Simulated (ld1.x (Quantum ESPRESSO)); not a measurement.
**An all-electron radial function and its pseudo partner (S (Z = 16))**

Columns: radius, all-electron u(r) and pseudo u(r) of the 3s shell (level -17.19 eV) of sulfur in the configuration [Ne] 3s2 3p4; PBEsol, scalar-relativistic, PAW scheme, ld1.x (Quantum ESPRESSO) 7.5.

| r (bohr) | all-electron | pseudo |
| --- | --- | --- |
| 0.090 | 0.1410 | 0.0979 |
| 0.180 | -0.1837 | 0.1944 |
| 0.270 | -0.3793 | 0.2878 |
| 0.360 | -0.3967 | 0.3768 |
| 0.450 | -0.2925 | 0.4601 |
| 0.540 | -0.1260 | 0.5368 |
| 0.630 | 0.0606 | 0.6059 |
| 0.720 | 0.2415 | 0.6669 |
| 0.810 | 0.4026 | 0.7192 |
| 0.900 | 0.5378 | 0.7626 |
| 0.990 | 0.6458 | 0.7972 |
| 1.080 | 0.7274 | 0.8230 |
| 1.170 | 0.7845 | 0.8402 |
| 1.260 | 0.8202 | 0.8493 |
| 1.350 | 0.8377 | 0.8506 |
| 1.440 | 0.8402 | 0.8445 |
| 1.530 | 0.8305 | 0.8313 |
| 1.620 | 0.8114 | 0.8114 |
| 1.710 | 0.7852 | 0.7852 |
| 1.800 | 0.7538 | 0.7538 |
| 1.890 | 0.7188 | 0.7188 |
| 1.980 | 0.6815 | 0.6815 |
| 2.070 | 0.6430 | 0.6430 |
| 2.160 | 0.6042 | 0.6042 |
| 2.250 | 0.5656 | 0.5656 |
| 2.340 | 0.5278 | 0.5278 |

How many radial nodes do the two functions have?

The all-electron 3s function has n − l − 1 = 2; the pseudo-wave has 0, since the states of the same l below it are removed with the core.

At about which radius was the pseudo-wave matched?

1.65 bohr, where the columns begin to agree (steps of 0.09 bohr).

Is the pseudo-wave norm-conserving?

No, it belongs to a PAW set: the norm inside the radius is not constrained, and the difference is carried by the augmentation charge.
